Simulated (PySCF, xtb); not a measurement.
FH6NOSi2, SMILES O[Si@H](F)N[SiH3]. The values are those of a single conformer.

Harmonic wavenumbers (cm⁻¹) from GFN2-xTB (xtb) at its own minimum, in rising order: 44, 84, 146, 214, 237, 248, 288, 359, 569, 580, 670, 695, 725, 756, 774, 796, 807, 863, 928, 1003, 1204, 2231, 2245, 2269, 2409, 3468, 3707.

Q: What does PBE-D3(BJ)/def2-SVP run with PySCF give at its own minimum? (Estimate from the structure and the level; the computed values follow.)

A: 51, 77, 165, 191, 253, 276, 360, 447, 594, 691, 741, 776, 802, 830, 865, 894, 912, 924, 947, 972, 1158, 2150, 2156, 2189, 2229, 3484, 3778. Paired by order, the mean absolute difference is 62 cm⁻¹ and the zero-point energies are 40.5 and 41.3 kcal/mol.
